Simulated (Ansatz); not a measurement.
Geometry optimisation, RKS PBE0-D4/def2-SVP in Ansatz 0.2.0.

input.yaml

```yaml
crystal:
  periodic: [false, false, false]
  atoms:
    - { symbol: Zn, position_ang: [-0.954107, 0.003722, -0.601543] }
    - { symbol: Cl, position_ang: [0.267415, -0.004954, 2.606117] }
    - { symbol: Cl, position_ang: [0.685813, -0.00197, -1.910746] }
    - { symbol: Br, position_ang: [-2.978792, 9.7e-05, 0.644914] }
    - { symbol: H, position_ang: [-1.066028, 0.003105, 2.618057] }
basis:
  gaussian: { orbitals: def2-SVP }
hamiltonian:
  xc: pbe0
  dispersion: d4
relax:
  f_tol: 0.03
  max_steps: 50
output:
  orbitals: {}
```

Run as:

```bash
$ ansatz run input.yaml --threads 2 --pin off --max-ram 3072MiB --backend cpu --events-out ev --progress --plain --runs-dir out
```

**Question.** Where does it end, and by what steps?

**Answer.** The forces met the threshold. After 6 steps the energy has fallen by 0.264 eV; Cl2 moved furthest, 0.44 Å. Joined: Zn1–Cl2 (3.43 → 2.65 Å).

```csv
step,energy less start (eV),largest force component (eV/Å),accepted
0,0.0000,1.182,yes
1,-0.1650,0.670,yes
2,-0.2371,0.595,yes
3,-0.2284,0.830,no
4,-0.2617,0.121,yes
5,-0.2629,0.064,yes
6,-0.2638,0.029,yes
```

```xyz
5
Properties=species:S:1:pos:R:3
Zn -0.881 0.000 -0.246
Cl 0.206 -0.002 2.172
Cl 0.665 -0.001 -1.687
Br -2.980 0.003 0.631
H -1.057 0.000 2.487
```

Whether the end is a true minimum wasn't checked by a vibrational analysis.

Time of the run: 11 s on 2 threads of AMD EPYC 9R45 96-Core Processor (Zen 5) (shared host), peak memory 0.29 GiB.
